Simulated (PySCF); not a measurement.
Geometries of 2 isomers of C3H9Sb, from PySCF, PBE0-D3(BJ)/def2-SVP geometry optimisation, gas phase, def2 core potentials past Kr. One conformer each, no zero-point energy, no frequencies.

**Question.** Which isomer lies lower at this level?
A.
```xyz
13
angstrom
Sb     0.013    0.004    1.205
C      1.839   -0.003    0.032
H      2.471    0.851    0.315
H      1.599    0.062   -1.040
H      2.398   -0.930    0.222
C     -0.917    1.591    0.051
H     -0.818    1.384   -1.024
H     -0.436    2.552    0.282
H     -1.984    1.663    0.310
C     -0.919   -1.587    0.058
H     -2.000   -1.601    0.256
H     -0.497   -2.559    0.351
H     -0.750   -1.427   -1.017
```
B.
```xyz
13
angstrom
Sb     0.951    1.668    0.853
H      2.385    1.626   -0.093
H      0.270    2.874   -0.164
C      0.013    0.009   -0.256
C     -1.481   -0.023    0.026
C      0.698   -1.302    0.097
H      0.182    0.237   -1.319
H     -1.977    0.923   -0.244
H     -1.689   -0.219    1.091
H     -1.969   -0.827   -0.553
H      0.262   -2.136   -0.480
H      1.777   -1.281   -0.121
H      0.577   -1.549    1.165
```

**Answer.** A. That is SbMe3 (`[CH3][Sb]([CH3])[CH3]`), 6.2 kcal/mol below the other.

```tsv
SMILES	atoms numbered as above	E (Eh)	relative (kcal/mol)	relative (kJ/mol)	dipole (D)
[CH3][Sb]([CH3])[CH3]	–	-359.74966	0.0	0.0	0.63
[H][Sb]([H])[CH](C)C	–	-359.73984	6.2	25.8	0.96
```
